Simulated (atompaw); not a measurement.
# How hard is this Cs PAW (atompaw) potential?

atompaw 4.2.0.5 input, output lines left out:

```
Cs 55
GGA-PBE scalarrelativistic loggrid 2001 logderivrange -4 5 226
6 6 5 0 0 0
6 0 0.5
6 1 0
5 2 0.5
0 0 0
c
c
c
c
v
v
c
c
c
v
v
c
c
v
2
3.00 2.25 1.80 2.95
n
n
y
3.95
n
custom rrkj gramschmidtortho besselshape
bessel
2.55
3.00
2.60
3.00
3.00
3.00
```

The pseudo-atom Hamiltonian at the reference potential is diagonalised in spherical Bessel functions j_l(qr) that vanish at 20 bohr, with q² up to the cutoff. All-electron valence levels (Ry): 5s -1.9679, 6s -0.1574, 5p -0.9978, 6p -0.0610, 5d -0.0344.

Q: How do the lowest levels (Ry) of each channel move with the cutoff, and are there ghosts?

A:

```json
{"cutoff (Ry)": "8", "s #1": "-1.9675", "s #2": "-0.1559", "p #1": "-0.9917", "p #2": "-0.0584", "d #1": "-0.0327", "f #1": "0.0622", "Σ f·Δε (mRy)": "38.8"}
{"cutoff (Ry)": "10", "s #1": "-1.9678", "s #2": "-0.1571", "p #1": "-0.9963", "p #2": "-0.0594", "d #1": "-0.0335", "f #1": "0.0622", "Σ f·Δε (mRy)": "9.1"}
{"cutoff (Ry)": "12", "s #1": "-1.9678", "s #2": "-0.1573", "p #1": "-0.9976", "p #2": "-0.0600", "d #1": "-0.0336", "f #1": "0.0622", "Σ f·Δε (mRy)": "1.7"}
{"cutoff (Ry)": "18", "s #1": "-1.9679", "s #2": "-0.1573", "p #1": "-0.9977", "p #2": "-0.0601", "d #1": "-0.0336", "f #1": "0.0622", "Σ f·Δε (mRy)": "0.6"}
{"cutoff (Ry)": "21", "s #1": "-1.9679", "s #2": "-0.1573", "p #1": "-0.9978", "p #2": "-0.0601", "d #1": "-0.0336", "f #1": "0.0622", "Σ f·Δε (mRy)": "0.2"}
{"cutoff (Ry)": "25", "s #1": "-1.9679", "s #2": "-0.1573", "p #1": "-0.9978", "p #2": "-0.0601", "d #1": "-0.0336", "f #1": "0.0622", "Σ f·Δε (mRy)": "0.1"}
{"cutoff (Ry)": "400", "s #1": "-1.9679", "s #2": "-0.1573", "p #1": "-0.9978", "p #2": "-0.0601", "d #1": "-0.0336", "f #1": "0.0622", "Σ f·Δε (mRy)": "0.0"}
```

Result: no extra level below or beside the all-electron valence levels (s, p, d, f tested); 10 mRy is reached at 10 Ry and 1 mRy at 18 Ry.
